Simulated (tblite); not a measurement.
A geometry optimisation, step by step.

Species: C₅H₁₀B₂OS₂.
Atom-mapped SMILES: `[CH2:1]=[CH:2][CH2:3][O:4][C@@H:5]1[CH2:6][BH:7][S:8][BH:9][S:10]1` (hydrogens: H11, H12 on C1; H13 on C2; H14, H15 on C3; H16 on C5; H17, H18 on C6; H19 on B7; H20 on B9)

Computed with GFN2-xTB (tblite), gas phase: L-BFGS steps from a force-field or distance-geometry start until the largest atomic force falls under 0.01 eV/Å. 3 of its 152 geometries are shown.

Step 0: E = -783.2480 eV, largest atomic force 2.786 eV/Å
```
atom  x, y, z in Å  |  force x, y, z in eV/Å
C1      2.599   -0.191    0.929   -0.807  -1.147  -0.978
C2      2.041   -0.886   -0.088    1.045   1.210   2.225
C3      1.672   -0.080   -1.277    1.463  -0.838  -1.596
O4      0.332   -0.123   -1.601   -0.626   0.576  -0.674
C5     -0.548    0.304   -0.634   -0.324  -0.838   0.856
C6     -1.439   -0.868   -0.277    0.420  -1.298   0.529
B7     -1.932   -0.710    1.201   -2.286   0.190  -0.256
S8     -3.009    0.796    1.605    1.109  -0.167  -0.343
B9     -2.545    2.188    0.399    2.112  -1.666   0.726
S10    -1.675    1.617   -1.186   -0.612   1.948  -0.205
H11     2.685    0.874    0.752    0.303  -0.198   0.632
H12     2.905   -0.668    1.855    0.025   0.394  -0.276
H13     1.890   -1.961   -0.016   -0.105   0.393  -0.326
H14     2.194   -0.587   -2.143   -0.506   0.469   0.284
H15     2.082    0.947   -1.247   -0.274  -0.192   0.277
H16    -0.084    0.663    0.307    0.381   0.090  -0.539
H17    -2.248   -0.960   -1.021    0.312  -0.080   0.268
H18    -0.797   -1.790   -0.348   -0.604   0.583  -0.142
H19    -2.061   -1.704    1.838    0.192   0.800   0.252
H20    -2.067    3.148    0.950   -1.217  -0.228  -0.716
```

Step 76: E = -785.2323 eV, largest atomic force 0.048 eV/Å
```
atom  x, y, z in Å  |  force x, y, z in eV/Å
C1      3.008   -0.137    0.792   -0.015   0.012   0.011
C2      2.462   -0.725   -0.255    0.002  -0.007  -0.002
C3      1.669   -0.015   -1.313   -0.034  -0.003   0.032
O4      0.330   -0.498   -1.346   -0.021   0.011  -0.004
C5     -0.468   -0.040   -0.316    0.005  -0.021  -0.003
C6     -1.685   -0.940   -0.157   -0.031   0.009   0.020
B7     -2.579   -0.642    1.119    0.000   0.001   0.011
S8     -3.005    1.000    1.630    0.022  -0.015  -0.008
B9     -2.281    2.109    0.393   -0.009  -0.006   0.025
S10    -0.971    1.735   -0.711    0.000   0.017  -0.001
H11     2.946    0.929    0.941    0.020   0.018  -0.016
H12     3.549   -0.692    1.540    0.001   0.010  -0.008
H13     2.512   -1.798   -0.379    0.021  -0.010  -0.010
H14     2.070   -0.227   -2.308    0.009  -0.037   0.004
H15     1.673    1.070   -1.150    0.001  -0.010  -0.007
H16     0.098    0.026    0.626   -0.003   0.017   0.011
H17    -2.290   -0.858   -1.067    0.028   0.007  -0.025
H18    -1.314   -1.966   -0.140    0.033  -0.016  -0.014
H19    -3.023   -1.513    1.760   -0.023   0.030  -0.030
H20    -2.705    3.194    0.339   -0.006  -0.006   0.015
```

Step 151: E = -785.2620 eV, largest atomic force 0.010 eV/Å
```
atom  x, y, z in Å  |  force x, y, z in eV/Å
C1      3.107    0.186    0.681    0.001   0.005   0.005
C2      2.417   -0.616   -0.106    0.002  -0.004   0.000
C3      1.645   -0.157   -1.307   -0.004   0.000   0.003
O4      0.306   -0.632   -1.313    0.000   0.001   0.000
C5     -0.490   -0.165   -0.287    0.001   0.000  -0.001
C6     -1.790   -0.957   -0.274   -0.001   0.001   0.001
B7     -2.765   -0.684    0.941   -0.001  -0.006   0.001
S8     -2.924    0.894    1.733    0.001  -0.002   0.001
B9     -2.043    2.060    0.665    0.001   0.000   0.001
S10    -0.815    1.677   -0.529   -0.003  -0.001   0.002
H11     3.157    1.248    0.502    0.002  -0.003  -0.002
H12     3.661   -0.183    1.527   -0.004   0.004  -0.001
H13     2.364   -1.680    0.086    0.002  -0.007  -0.003
H14     2.083   -0.576   -2.218    0.001   0.001  -0.001
H15     1.652    0.939   -1.376    0.003   0.002  -0.002
H16     0.029   -0.222    0.683    0.001   0.001  -0.002
H17    -2.305   -0.764   -1.222    0.002   0.004  -0.003
H18    -1.506   -2.012   -0.310   -0.003  -0.003   0.003
H19    -3.458   -1.531    1.349    0.000  -0.002   0.001
H20    -2.331    3.185    0.771    0.001   0.009  -0.003
```

Question: Summarise the path.

Answer: The energy falls by 194.32 kJ/mol from step 0 to step 151; nine tenths of that is first reached at step 19. It falls at every step. The largest force goes from 2.786 to 0.010 eV/Å. Among the bonds B9–S10 changes most, from 1.896 to 1.755 Å; the atoms move by 0.691 Å rms after alignment.

Question: Follow the three bonds and two angles with the largest change from start to end.

Answer: 
```json
{"step": "0", "E above end (kJ/mol)": "194.32", "largest force (eV/Å)": "2.786", "B9–S10 (Å)": "1.896", "B7–S8 (Å)": "1.894", "S8–B9 (Å)": "1.899", "S8–B9–S10 (°)": "114.9", "C3–C2–H13 (°)": "123.7"}
{"step": "7", "E above end (kJ/mol)": "58.25", "largest force (eV/Å)": "0.539", "B9–S10 (Å)": "1.792", "B7–S8 (Å)": "1.791", "S8–B9 (Å)": "1.811", "S8–B9–S10 (°)": "127.5", "C3–C2–H13 (°)": "117.5"}
{"step": "13", "E above end (kJ/mol)": "30.00", "largest force (eV/Å)": "0.567", "B9–S10 (Å)": "1.753", "B7–S8 (Å)": "1.768", "S8–B9 (Å)": "1.811", "S8–B9–S10 (°)": "126.7", "C3–C2–H13 (°)": "115.9"}
{"step": "20", "E above end (kJ/mol)": "18.54", "largest force (eV/Å)": "0.293", "B9–S10 (Å)": "1.761", "B7–S8 (Å)": "1.775", "S8–B9 (Å)": "1.815", "S8–B9–S10 (°)": "124.9", "C3–C2–H13 (°)": "114.6"}
{"step": "26", "E above end (kJ/mol)": "15.48", "largest force (eV/Å)": "0.127", "B9–S10 (Å)": "1.761", "B7–S8 (Å)": "1.773", "S8–B9 (Å)": "1.816", "S8–B9–S10 (°)": "126.7", "C3–C2–H13 (°)": "113.4"}
{"step": "33", "E above end (kJ/mol)": "13.67", "largest force (eV/Å)": "0.128", "B9–S10 (Å)": "1.760", "B7–S8 (Å)": "1.774", "S8–B9 (Å)": "1.812", "S8–B9–S10 (°)": "126.4", "C3–C2–H13 (°)": "114.6"}
{"step": "39", "E above end (kJ/mol)": "11.89", "largest force (eV/Å)": "0.160", "B9–S10 (Å)": "1.758", "B7–S8 (Å)": "1.774", "S8–B9 (Å)": "1.812", "S8–B9–S10 (°)": "125.9", "C3–C2–H13 (°)": "115.2"}
{"step": "46", "E above end (kJ/mol)": "7.70", "largest force (eV/Å)": "0.201", "B9–S10 (Å)": "1.762", "B7–S8 (Å)": "1.772", "S8–B9 (Å)": "1.820", "S8–B9–S10 (°)": "127.3", "C3–C2–H13 (°)": "115.1"}
{"step": "53", "E above end (kJ/mol)": "5.34", "largest force (eV/Å)": "0.129", "B9–S10 (Å)": "1.760", "B7–S8 (Å)": "1.767", "S8–B9 (Å)": "1.815", "S8–B9–S10 (°)": "126.4", "C3–C2–H13 (°)": "115.1"}
{"step": "59", "E above end (kJ/mol)": "4.28", "largest force (eV/Å)": "0.076", "B9–S10 (Å)": "1.755", "B7–S8 (Å)": "1.772", "S8–B9 (Å)": "1.816", "S8–B9–S10 (°)": "126.3", "C3–C2–H13 (°)": "114.5"}
{"step": "66", "E above end (kJ/mol)": "3.52", "largest force (eV/Å)": "0.077", "B9–S10 (Å)": "1.755", "B7–S8 (Å)": "1.772", "S8–B9 (Å)": "1.812", "S8–B9–S10 (°)": "126.6", "C3–C2–H13 (°)": "114.2"}
{"step": "72", "E above end (kJ/mol)": "3.08", "largest force (eV/Å)": "0.055", "B9–S10 (Å)": "1.756", "B7–S8 (Å)": "1.771", "S8–B9 (Å)": "1.810", "S8–B9–S10 (°)": "126.7", "C3–C2–H13 (°)": "114.7"}
{"step": "79", "E above end (kJ/mol)": "2.74", "largest force (eV/Å)": "0.065", "B9–S10 (Å)": "1.754", "B7–S8 (Å)": "1.770", "S8–B9 (Å)": "1.812", "S8–B9–S10 (°)": "126.5", "C3–C2–H13 (°)": "114.3"}
{"step": "85", "E above end (kJ/mol)": "2.31", "largest force (eV/Å)": "0.056", "B9–S10 (Å)": "1.751", "B7–S8 (Å)": "1.772", "S8–B9 (Å)": "1.810", "S8–B9–S10 (°)": "126.8", "C3–C2–H13 (°)": "114.6"}
{"step": "92", "E above end (kJ/mol)": "1.67", "largest force (eV/Å)": "0.055", "B9–S10 (Å)": "1.756", "B7–S8 (Å)": "1.771", "S8–B9 (Å)": "1.808", "S8–B9–S10 (°)": "127.1", "C3–C2–H13 (°)": "114.7"}
{"step": "98", "E above end (kJ/mol)": "1.53", "largest force (eV/Å)": "0.030", "B9–S10 (Å)": "1.755", "B7–S8 (Å)": "1.771", "S8–B9 (Å)": "1.810", "S8–B9–S10 (°)": "127.1", "C3–C2–H13 (°)": "114.9"}
{"step": "105", "E above end (kJ/mol)": "1.40", "largest force (eV/Å)": "0.034", "B9–S10 (Å)": "1.754", "B7–S8 (Å)": "1.770", "S8–B9 (Å)": "1.809", "S8–B9–S10 (°)": "127.1", "C3–C2–H13 (°)": "114.6"}
{"step": "112", "E above end (kJ/mol)": "1.17", "largest force (eV/Å)": "0.071", "B9–S10 (Å)": "1.756", "B7–S8 (Å)": "1.773", "S8–B9 (Å)": "1.808", "S8–B9–S10 (°)": "127.2", "C3–C2–H13 (°)": "114.5"}
{"step": "118", "E above end (kJ/mol)": "0.68", "largest force (eV/Å)": "0.051", "B9–S10 (Å)": "1.755", "B7–S8 (Å)": "1.773", "S8–B9 (Å)": "1.812", "S8–B9–S10 (°)": "127.0", "C3–C2–H13 (°)": "114.0"}
{"step": "125", "E above end (kJ/mol)": "0.26", "largest force (eV/Å)": "0.058", "B9–S10 (Å)": "1.755", "B7–S8 (Å)": "1.773", "S8–B9 (Å)": "1.811", "S8–B9–S10 (°)": "126.8", "C3–C2–H13 (°)": "114.6"}
{"step": "131", "E above end (kJ/mol)": "0.16", "largest force (eV/Å)": "0.019", "B9–S10 (Å)": "1.755", "B7–S8 (Å)": "1.773", "S8–B9 (Å)": "1.810", "S8–B9–S10 (°)": "126.7", "C3–C2–H13 (°)": "114.7"}
{"step": "138", "E above end (kJ/mol)": "0.11", "largest force (eV/Å)": "0.020", "B9–S10 (Å)": "1.755", "B7–S8 (Å)": "1.773", "S8–B9 (Å)": "1.810", "S8–B9–S10 (°)": "126.7", "C3–C2–H13 (°)": "114.8"}
{"step": "144", "E above end (kJ/mol)": "0.04", "largest force (eV/Å)": "0.025", "B9–S10 (Å)": "1.756", "B7–S8 (Å)": "1.772", "S8–B9 (Å)": "1.811", "S8–B9–S10 (°)": "126.9", "C3–C2–H13 (°)": "114.8"}
{"step": "151", "E above end (kJ/mol)": "0.00", "largest force (eV/Å)": "0.010", "B9–S10 (Å)": "1.755", "B7–S8 (Å)": "1.772", "S8–B9 (Å)": "1.810", "S8–B9–S10 (°)": "127.0", "C3–C2–H13 (°)": "114.7"}
```

The cost below is that of the whole relaxation. Hardware: an Intel Xeon at 2.50 GHz with one thread (shared host). Cost: 5.2 s wall.
